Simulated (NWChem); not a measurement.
Molecule: CH4ClFOSi; SMILES OC[Si@@H](F)Cl

```xyz
9

O      0.8029     2.2568     0.1504
C     -0.2638     1.5341    -0.4768
Si    -0.4664    -0.1585     0.3392
F     -1.8490    -0.8391    -0.1376
Cl     1.0860    -1.4113    -0.1900
H      0.4969     2.5513     1.0222
H      0.0199     1.4160    -1.5277
H     -1.2098     2.0992    -0.4676
H     -0.4759    -0.0504     1.8165
```
Atoms are numbered in this order, from 1.

Computed with NWChem. Pople sets run with spherical d functions. STO-3G and 3-21G are far too small for this property and stand as cheap habits. The geometry was optimised at B3LYP/6-31G* (spherical d). GIAO values for the isolated, static molecule; σ is the absolute isotropic shielding, δ = σ(reference) − σ with the isolated reference molecule computed at the same levels (13C: tetramethylsilane, 19F: trichlorofluoromethane, 1H: tetramethylsilane, 17O: water, 29Si: tetramethylsilane).

```json
[
 {"level": "KT2/pcSseg-1", "δ O1 (ppm)": "-3.9", "δ C2 (ppm)": "59.7", "δ Si3 (ppm)": "9.4", "δ F4 (ppm)": "-188.6", "δ H7 (ppm)": "3.68", "δ H8 (ppm)": "3.85", "δ H9 (ppm)": "5.53", "relative time": "8"},
 {"level": "Hartree-Fock/STO-3G", "δ O1 (ppm)": "-13.0", "δ C2 (ppm)": "40.2", "δ Si3 (ppm)": "-1.2", "δ F4 (ppm)": "-182.4", "δ H7 (ppm)": "2.23", "δ H8 (ppm)": "1.66", "δ H9 (ppm)": "2.97", "relative time": "1"},
 {"level": "Hartree-Fock/6-31G*", "δ O1 (ppm)": "-33.7", "δ C2 (ppm)": "47.6", "δ Si3 (ppm)": "9.5", "δ F4 (ppm)": "-111.0", "δ H7 (ppm)": "3.48", "δ H8 (ppm)": "3.22", "δ H9 (ppm)": "5.27", "relative time": "10"},
 {"level": "BHandHLYP/pcSseg-1", "δ O1 (ppm)": "-15.9", "δ C2 (ppm)": "55.6", "δ Si3 (ppm)": "4.3", "δ F4 (ppm)": "-151.8", "δ H7 (ppm)": "3.58", "δ H8 (ppm)": "3.50", "δ H9 (ppm)": "5.09", "relative time": "10"}
]
```

The last column is a rough cost ratio, cheapest run = 1.
